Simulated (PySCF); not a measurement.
Start geometry of `C=N[SiH2]N` from GFN2-xTB (Å):
```
atom  x, y, z in Å
C1     1.948   -0.489   -0.242
N2     0.829   -0.057   -0.577
Si3   -0.487    0.698    0.260
N4    -1.940   -0.195   -0.001
H5     2.591   -0.952   -0.989
H6     2.363   -0.438    0.771
H7    -0.362    0.794    1.716
H8    -0.620    1.980   -0.422
H9    -2.011   -1.115    0.403
H10   -2.302   -0.220   -0.941
```

Task: What comes out of this run: PBE0-D3(BJ)/def2-SVP geometry optimisation, gas phase (PySCF)?

Result: 
```
atom  x, y, z in Å
C1     1.940   -0.472   -0.191
N2     0.849   -0.095   -0.699
Si3   -0.471    0.636    0.217
N4    -1.977   -0.177    0.029
H5     2.733   -0.925   -0.818
H6     2.196   -0.387    0.890
H7    -0.142    0.636    1.681
H8    -0.608    2.020   -0.318
H9    -2.132   -1.047    0.527
H10   -2.417   -0.206   -0.884
```

The energy falls by 10.5 kJ/mol over 8 energy and gradient evaluations, the largest force component goes from 0.0127 to 3.6e-04 Eh/bohr, and the atoms move by 0.154 Å rms after alignment. The bond that changes most is Si3–H7 (SiH2 silicon to Si–H hydrogen), which lengthens by 0.036 Å. Bonds longer at the end by more than 0.005 Å: 8 of 9; shorter: 0. Among the angles that change most is C1–N2–Si3, from 134.7° to 124.2°. Among the dihedrals that turn most is H8–Si3–N4–H9, from 180° to -166°. Rotational constants go from 16493, 3387, 3081 to 17114, 3306, 3086 MHz. The orientation of the end geometry is arbitrary; only internal coordinates are fixed.

The run used 90 basis functions and 56 SCF cycles in all. Hardware: x86-64 server, one thread, on a shared host. Cost: 13 s wall.

No frequency check. One conformer, not necessarily the lowest.
